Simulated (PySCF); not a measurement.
Run record: geometry optimisation, 4-chlorophenylboronic acid, `OB(O)C1=CC=C(Cl)C=C1`.

Computed with PBE0-D3(BJ)/def2-SVP geometry optimisation, gas phase (PySCF 2.14.0). Start geometry: GFN2-xTB. The input is one job of a driver script: a line of settings, then coordinates in Å.

Input:
```
{"job": {"xc": "PBE0", "basis": "def2-SVP", "d3": "d3bj", "grid": 2, "kind": "geom"}, "charge": 0, "multiplicity": 1}
O     -2.585038     1.216315    -0.325372
B     -1.966396     0.036033    -0.072926
O     -2.631049    -1.120900     0.170268
C     -0.389894     0.007520    -0.061761
C      0.307448    -1.174016     0.190260
C      1.689171    -1.209403     0.203403
C      2.395359    -0.042529    -0.039273
Cl     4.125304    -0.073383    -0.025190
C      1.734619     1.148200    -0.294140
C      0.352564     1.163428    -0.303254
H     -3.543011     1.217810    -0.329939
H     -3.588413    -1.088321     0.158754
H     -0.253548    -2.076216     0.378293
H      2.218440    -2.129093     0.400330
H      2.299183     2.048271    -0.482406
H     -0.172336     2.085230    -0.501314
```

Output:
```
step   0  E = -866.82701922  max force = 0.012303
step   1  E = -866.82827080  max force = 0.001572
step   2  E = -866.82827927  max force = 0.000808
step   3  E = -866.82828255  max force = 0.000602
step   4  E = -866.82828367  max force = 0.000228
optimisation converged
```

Energies in Eh; «max force» is the largest Cartesian gradient component in Eh/bohr.

Question: How much energy does the optimisation release, in kcal/mol?

Answer: E(step 0) − E(last step) = 0.001264 Eh, which is 0.8 kcal/mol.

Question: Give the first gradient maximum in eV/Å.

Answer: With 1 Eh/bohr = 51.422 eV/Å, 0.633 eV/Å.

Summary of the converged run: final energy -866.82828 Eh after 4 steps; dipole 4.28 D.

Question: Give the final coordinates.

Answer: 0.014 Å rms from the input after alignment:
```
atom  x, y, z in Å
O1    -2.1577    1.3227   -0.3271
B2    -1.5412    0.1298   -0.0801
O3    -2.2036   -1.0390    0.1635
C4     0.0221    0.1004   -0.0756
C5     0.7227   -1.0884    0.1757
C6     2.1136   -1.1261    0.1829
C7     2.8221    0.0490   -0.0667
Cl8    4.5550    0.0179   -0.0610
C9     2.1581    1.2490   -0.3207
C10    0.7667    1.2630   -0.3226
H11   -3.1184    1.3037   -0.3227
H12   -3.1629   -0.9837    0.1529
H13    0.1610   -2.0055    0.3703
H14    2.6557   -2.0528    0.3790
H15    2.7350    2.1551   -0.5132
H16    0.2402    2.2000   -0.5207
```

Time: 64 s; peak memory 0.81 GiB. Hardware: an Arm Neoverse V2 with one thread, on a shared host.
Labels such as C1 count atoms from 1, the log's own numbers from 0.
